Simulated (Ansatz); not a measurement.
Abridged output of a molecular run in Ansatz:

```
Functional definition: HF
1170 factors; integrals over basis functions are off by at most 1.1e-3 eV
mean field evaluation 1: about -72712.8394 eV, gradient 3.8e1 eV
mean field evaluation 2: about -72712.8897 eV, gradient 3.8e1 eV
mean field evaluation 4: about -72716.7222 eV, gradient 3.9e0 eV
mean field evaluation 8: about -72716.8075 eV, gradient 4.7e-1 eV
mean field evaluation 32: about -72707.3323 eV, gradient 1.2e0 eV
mean field -72716.81004294 eV, -2672.2934798539 hartree, gradient 4.0e-6 eV, S^2 0.000000; 0 other end points of the search recorded, 0 dependent functions left out
17 core orbitals not correlated: weight in the atoms' cores, before any rotation towards them, 1.000 or more for the frozen orbitals, at most 0.000 for the correlated occupied ones
reference -72716.81004294 eV, -2672.2934798539 hartree; 19, 19 occupied and 81, 81 virtual orbitals, 1170 factors
second order -21.24702445 eV of doubles, -0.00000000 eV of singles
cycle   1  -21.45344477 eV  change   -2.1e-1 eV  update   1.2e-1
cycle   2  -22.14268682 eV  change   -6.9e-1 eV  update   3.7e-2
cycle   3  -22.28523935 eV  change   -1.4e-1 eV  update   1.9e-2
cycle   4  -22.27594062 eV  change    9.3e-3 eV  update   5.1e-3
cycle   5  -22.27709393 eV  change   -1.2e-3 eV  update   2.6e-3
cycle   6  -22.27786360 eV  change   -7.7e-4 eV  update   7.9e-4
cycle   7  -22.27738230 eV  change    4.8e-4 eV  update   4.3e-4
cycle   8  -22.27732644 eV  change    5.6e-5 eV  update   1.7e-4
cycle   9  -22.27734681 eV  change   -2.0e-5 eV  update   7.4e-5
cycle  10  -22.27731443 eV  change    3.2e-5 eV  update   3.0e-5
perturbative correction -0.79679362 eV, -0.0292816255 hartree
Total energy: -72739.88415099 eV, -2673.1414376846 hartree
```

Its atoms:

Z-matrix (Å, degrees):
```
Si
C 1 1.900
As 1 2.819 2 46.2
N 1 1.717 2 85.8 3 5.7
H 1 1.489 2 117.8 3 122.6
H 1 1.491 2 112.5 3 -111.0
N 2 1.253 1 134.2 3 -178.1
H 3 1.543 1 94.0 2 -88.3
H 4 1.004 1 133.6 2 175.6
H 7 1.022 2 113.9 1 179.3
```

(1) Which basis set was used?
A. def2-TZVPPD
B. def2-SVP
C. def2-SVPD
D. def2-QZVPP

(2) Write the keys of the input that set method, charge and spin (a neutral closed shell needs none for the last two).

## Answers

(1) B. It gives 117 functions.

(2) 
```yaml
correlation: {method: ccsd_t}
```
